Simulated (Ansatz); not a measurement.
Gas-phase electronic energies from Ansatz, PBE0-D4/def2-TZVP geometries. CCSD(T)/CBS is the MP2 limit (def2-TZVPP, def2-QZVPP) plus CCSD(T) − MP2 in def2-TZVPP, frozen cores. This one scheme is used for every species. Functionals use def2-TZVPP. Each species was taken in one conformer, which may not be the lowest.

Reaction (formal exchange of groups at the Si–C bond): `C[SiH2]C` + `C=NCF` → `C=NC[SiH2]C` + `CF`

Task: Is it downhill or uphill in electronic energy at CCSD(T)/CBS, and by how much? (Estimate.)

Result: Ansatz gave: Uphill: ΔE = +0.41 eV.

Task: What do these levels give: r2SCANh-D4, PBE-QIDH, PBE, r2SCANh, r2SCAN0, RPA@PBE/def2-TZVPP, HF/def2-SVP, MP2/def2-SVP, HF/def2-TZVPP, SCS-MP2/def2-TZVPP, HF/CBS(def2), CCSD/CBS(def2)? (Estimate.)

Result: Ansatz gave: r2SCANh-D4 0.47, PBE-QIDH 0.45, PBE 0.46, r2SCANh 0.49, r2SCAN0 0.49, RPA@PBE/def2-TZVPP 0.38, HF/def2-SVP 0.50, MP2/def2-SVP 0.43, HF/def2-TZVPP 0.47, SCS-MP2/def2-TZVPP 0.40, HF/CBS(def2) 0.46, CCSD/CBS(def2) 0.42 eV.

Task: What do rigid-rotor, harmonic-oscillator terms from PBE0-D4/def2-TZVP frequencies (298.15 K, 1 bar) make of the CCSD(T)/CBS value? (Best estimate.)

Result: Computed: ΔZPE = -0.01 eV, ΔH = +0.42 eV, ΔS = 1 J/(mol·K), ΔG = +0.42 eV.

Largest T1 diagnostic among the species: 0.012.

Leaving LDA and LC-ωPBE aside and taking each functional with its dispersion term where it has one, the values, not all of them listed here, spread over 0.09 eV, from BLYP-D4 to r2SCAN-D4. LDA lies +0.04 eV from PBE without D4. In def2-TZVPP, CCSD(T) changes the Hartree–Fock value by −0.05 eV (the triples alone add −0.01 eV) and MP2 by −0.07 eV. The D4 term adds −0.05 eV with B3LYP and −0.03 eV with PBE0; it sums over pairs of atoms, weighted by their polarisabilities, and B3LYP, whose exchange is more repulsive, gets the larger term.

B3LYP here is the variant with VWN-RPA as its local correlation; programs differ in this.
